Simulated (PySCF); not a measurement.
C7H10NPSi: full NMR table

- Formula: C7H10NPSi
- SMILES: [SiH3]c1nccpc1C1CC1
- InChI: InChI=1S/C7H10NPSi/c10-7-6(5-1-2-5)9-4-3-8-7/h3-5H,1-2H2,10H3
- Point group of the computed structure: C1
- Carbon signals: 6
- Proton signals: 6

Numbering as in the mapped SMILES `[SiH3:1][c:2]1[n:3][cH:4][cH:5][p:6][c:7]1[CH:8]1[CH2:9][CH2:10]1`. Hydrogens are named by the atom that carries them. Ha(C9), Ha(C10) are cis to C7 on the ring; Hb(C9), Hb(C10) are trans to C7 on the ring.

PySCF calculation with coordinates at the GFN2-xTB level and NMR shieldings at PBE0/pcSseg-1/GIAO; one computed conformer, equivalent nuclei averaged, no solvent, no relativistic terms.

References, each an isolated molecule treated in the same way: ¹H and ¹³C and ²⁹Si vs TMS; ³¹P against H3PO4; ¹⁵N against NH3.

| carbon | δC, type | δH (multiplicity) | HMBC from (2–3 bonds) | span of the C tensor (ppm) |
| --- | --- | --- | --- | --- |
| C2 | 165.5, C | – | H(C4), H(Si1), H(C8) | 213 |
| C4 | 151.7, CH | 9.17 (m) | H(C5) | 227 |
| C5 | 156.3, CH | 8.80 (m) | H(C4) | 327 |
| C7 | 190.5, C | – | H(C5), H(Si1), H(C8), Hb(C9)/Hb(C10), Ha(C9)/Ha(C10) | 340 |
| C8 | 24.5, CH | 2.10 (m) | Hb(C9)/Hb(C10), Ha(C9)/Ha(C10) | 87 |
| C9/C10 | 24.8, CH2 | Hb(C9) 1.61 (m); Ha(C9) 1.01 (m) | H(C8), Hb(C9)/Hb(C10), Ha(C9)/Ha(C10) | 86 |

Other nuclei:
```json
{"atoms": "H(Si1)", "nucleus": "¹H", "environment": "hydrogen on a silicon bonded to C", "δ (ppm)": "4.87", "σ (ppm)": "26.85"}
{"atoms": "P6", "nucleus": "³¹P", "environment": "phosphorus bonded to 2 C, in a 6-membered ring", "δ (ppm)": "238.7", "σ (ppm)": "79.7"}
{"atoms": "Si1", "nucleus": "²⁹Si", "environment": "silicon bonded to C, 3 H", "δ (ppm)": "-68.4", "σ (ppm)": "417.6"}
{"atoms": "N3", "nucleus": "¹⁵N", "environment": "pyridine-type ring nitrogen", "δ (ppm)": "383.8", "σ (ppm)": "-116.1"}
```

- δC 190.5: substituted aromatic carbon.
- δC 156.3: aromatic CH.
- δC 151.7: aromatic CH next to a ring nitrogen; the adjacent pyridine-type nitrogen withdraws density from it.
- δH 9.17: hydrogen on an aromatic CH next to a ring nitrogen; ring current plus the neighbouring ring nitrogen.
- δH 8.80: hydrogen on an aromatic CH; it sits in the deshielding region of the aromatic ring current.

Splittings by ³¹P in the carbon and heteronuclear signals aren't shown, as no couplings were computed. Shifts are as computed. Against solution values, carbons near 30 ppm lie about +3 ppm off and those near 130 ppm about +5 ppm. Of 1211 compounds with measured shifts, 218 miss one by over three times the rms of a fit or turn the order of signals round; such compounds aren't used in these exercises. Experimental scales use liquid or dissolved standards, which lie at an offset from isolated NH3 (liquid NH3: subtract about 20 ppm) and H3PO4. Unscaled 15N shifts of sp2 nitrogen come out 20 to 40 ppm too high even then. No couplings were computed; multiplicities are counted from neighbouring protons, with m where these are inequivalent, close in shift, in a saturated or five-membered ring or joined by F or P, and br s for small geminal =CH2 splittings.
